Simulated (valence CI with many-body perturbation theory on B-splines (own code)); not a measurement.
# Hyperfine factors and g values of Zn⁹⁺

Calculated by configuration interaction combined with many-body perturbation theory (CI+MBPT): three valence electrons over a frozen Dirac-Fock core [Ar], a basis of 7 s, 7 p, 8 d, 6 f, 4 g, 1 h functions for each j, with the one-electron correlation potential Σ1 (screened to all orders), the two-electron term Σ2, the three-electron term Σ3, Breit, model QED; selected single and double excitations, second order for the rest, scaled by the run's own slope (own B-spline code, finite nucleus).

No measured levels were compared; by estimate terms of the open shell hold to 2 to 4 % of their energy, and close levels can change places. Excitations out of the core, of the other parity, are not computed and may begin above about 57 eV (a cautious bound); beyond it only levels of the ground parity were kept, without lifetimes.

A/g_I is the dipole constant over the nuclear g factor μ/I (μ in nuclear magnetons, uniformly magnetised nucleus), B/Q the quadrupole constant per barn. Both hold the static response of the core; the bare values leave it out. Large factors of s and p1/2 electrons are usually good to 5 to 10 %; those of open d and f shells near neutrality can be off by tens of per cent, and small factors of p3/2, d and f electrons come from cancelling terms and can be off by a factor of two or in sign, in half-filled shells by more. B is blank for J = 1/2, where it vanishes, and for nearly pure S terms. Energies count from the lowest level.

Names give the largest LS component (configuration and term), which can be under half, so a name can repeat, a term be missing and a line seem to break the LS rules; names also repeat where a configuration has a term twice. Letters in brackets count levels of one name in rising energy.

```tsv
Level	E (cm⁻¹)	g	A/g_I (MHz)	A/g_I bare	B/Q (MHz/b)	B/Q bare
3d3 4F_3/2	0	0.401	2430	2250	-499	-517
3d3 4F_5/2	1605	1.028	1350	1380	-492	-510
3d3 4F_7/2	3636	1.237	1030	1130	-679	-705
3d3 4F_9/2	5957	1.331	950	1080	-993	-1030
3d3 4P_1/2	28670	2.601	-1930	-1380		
3d3 4P_3/2	28917	1.691	743	990	-1100	-1150
3d3 2G_7/2	31107	0.889	1700	1680	779	812
3d3 4P_5/2	31333	1.597	239	454	1400	1450
3d3 2G_9/2	32807	1.095	1340	1390	1120	1160
3d3 2D_3/2 [a]	39611	1.083	1570	1620	-1360	-1410
3d3 2P_1/2	40845	0.733	259	186		
3d3 2H_9/2	42964	0.926	1440	1430	2480	2570
3d3 2H_11/2	43882	1.090	1340	1390	3020	3130
3d3 2D_5/2 [a]	45034	1.202	1120	1200	-1010	-1050
3d3 2P_3/2	46284	1.088	1190	1240	182	182
3d3 2F_7/2	69060	1.142	1310	1380	946	985
3d3 2F_5/2	70044	0.858	1420	1390	1070	1110
3d3 2D_5/2 [b]	107700	1.198	971	1060	2270	2350
3d3 2D_3/2 [b]	108590	0.799	2280	2230	1780	1840
3d2 4s 4F_3/2	714950	0.401	-2220	-1890	493	512
3d2 4s 4F_5/2	716380	1.024	3480	3320	488	506
3d2 4s 4F_7/2	718680	1.236	3970	3780	708	733
3d2 4s 4F_9/2	721580	1.333	3820	3650	1080	1110
3d2 4s 2F_5/2	725490	0.864	1640	1630	885	919
3d2 4s 2F_7/2	729880	1.143	-675	-413	1070	1110
3d2 4s 2D_5/2	743790	1.338	6230	5840	-1080	-1110
3d2 4s 2D_3/2	744550	1.084	-1380	-1070	-53.3	-52.1
3d2 4s 4P_1/2	744920	2.659	15500	14400		
3d2 4s 4P_3/2	746590	1.473	5070	4780	543	565
3d2 4s 4P_5/2	749470	1.458	5870	5520	-1320	-1360
3d2 4s 2P_1/2	753850	0.676	1460	1290		
3d2 4s 2P_3/2	756300	1.306	-2720	-2210	-1430	-1480
3d2 4s 2G_9/2	759970	1.111	4220	3980	4240	4400
3d2 4s 2G_7/2	760010	0.889	-1160	-889	3880	4030
3d2 4s 2S_1/2	815970	2.001	25700	23500
```

Problem. Take the isotope of mass number 67, with I = 5/2, μ = 0.87485 μN and Q = 0.122 b. What is the hyperfine structure of 3d3 2G_7/2?

Solution. From the table A = 594 MHz, B = 95.0 MHz. Shifts from the centre of gravity in MHz: F = 1: -6630, F = 2: -5470, F = 3: -3720, F = 4: -1360, F = 5: 1610, F = 6: 5220.
